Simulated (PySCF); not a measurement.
Ionisation energy of Os²⁺ by level of theory

Os²⁺ [Xe] 4f14 5d6 (5D) → Os³⁺ [Xe] 4f14 5d5 (6S), as a difference of total energies. Calculation: PySCF 2.14, in aug-cc-pVTZ-PP with ECP60MDF (6s6p5d3f2g, 88 functions); scalar relativity through the core potential. Correlated levels: valence: 5s2 5p6 frozen. The calculations carry no spin-orbit coupling.

```
           method  ionisation energy (eV)
              UHF                  24.873
              LDA                  27.158
              PBE                  26.930
             PBE0                  26.720
           r2SCAN                  26.428
            B97-3                  26.916
           PBEsol                  26.863
        CAM-B3LYP                  26.931
           B2PLYP                  26.638
    MP2 (valence)                  26.127
SCS-MP2 (valence)                  26.359
```

Question: How much does correlation contribute at MP2 (valence)?

Answer: 26.127 − (24.873) = 1.254 eV, measured against UHF.

The reference lies between the lowest fine-structure levels, while these numbers refer to the centres of the terms.

Errors of the correlated levels include the incompleteness of this basis and the frozen core.

For comparison: 25 ± 1.6 eV (theoretical estimate listed by NIST; NIST Atomic Spectra Database, ionization energies).
